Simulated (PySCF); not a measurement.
Potential energy of BiO along the bond

Set-up: PySCF, scalar-relativistic core potentials, basis sets Bi aug-cc-pVDZ-PP with ECP60, O aug-cc-pVDZ. Energies in eV from Bi + O in their ground configurations at the same level. All curves are PBE0. state 1: ²Π (doublet), unpaired electrons π ↑; state 2: ⁴Π (quartet), unpaired electrons π ↑↑↑, a second solution, started from another occupation; state 3: Ms = 0.5 determinant of mixed spin (⟨S²⟩ near 1.8), unpaired electrons π ↑↑↓, a mixture of terms (⟨Lz²⟩ = 3.0), a second solution, started from another occupation; state 4: sextet, unpaired electrons σ ↑↑, π ↑↑↑, a second solution, started from another occupation.

| R (Å) | state 1 | state 2 | state 3 | state 4 |
| --- | --- | --- | --- | --- |
| 1.670 | -1.391 | 2.147 | 2.545 | 9.2340 |
| 1.748 | -2.384 | 0.548 | 0.943 | 7.3923 |
| 1.825 | -2.912 | -0.540 | -0.147 | 5.9686 |
| 1.884 | -3.086 | -1.102 | -0.712 | 5.1067 |
| 1.942 | -3.120 | -1.499 | -1.112 | 4.3797 |
| 2.000 | -3.055 | -1.764 | -1.379 | 3.7632 |
| 2.078 | -2.899 | -1.960 | -1.578 | 3.0807 |
| 2.175 | -2.657 | -2.022 | -1.645 | 2.4013 |
| 2.292 | -2.332 | -1.919 | -1.550 | 1.7797 |
| 2.447 | -1.886 | -1.614 | -1.259 | 1.1901 |

Task: Put a parabola through the three lowest points of the state 2 curve and estimate Re, k and ωe (reduced mass 14.86 u; 1 eV/Å² = 0.16022 mdyn/Å; ωe = 1302.8·√(k/μ) cm⁻¹).

Result: Through R = 2.078, 2.175, 2.292 Å the second-order coefficient is 7.10 eV/Å², so Re ≈ 2.172 Å, k ≈ 2.28 mdyn/Å and ωe ≈ 510 cm⁻¹. A polynomial fit of higher order to the unrounded PBE0 energies gives Re = 2.163 Å, k = 2.43 mdyn/Å, ωe = 527 cm⁻¹; anharmonicity and rounding make the difference.

The higher-order fit for each curve: state 2: Re = 2.163 Å, ωe = 527 cm⁻¹, minimum 2.02 eV below the ground-state fragments; state 3: Re = 2.167 Å, ωe = 521 cm⁻¹, minimum 1.65 eV below the ground-state fragments. State 1 gave no clean fit. State 4 gave no clean fit.

⟨S²⟩ of the unrestricted solution departs from its pure value on part of the curve, where spin states mix. Spin–orbit coupling is left out, which matters for elements this heavy, above all for dissociation energies. The state was picked by a PBE0 search and need not be the measured ground state.
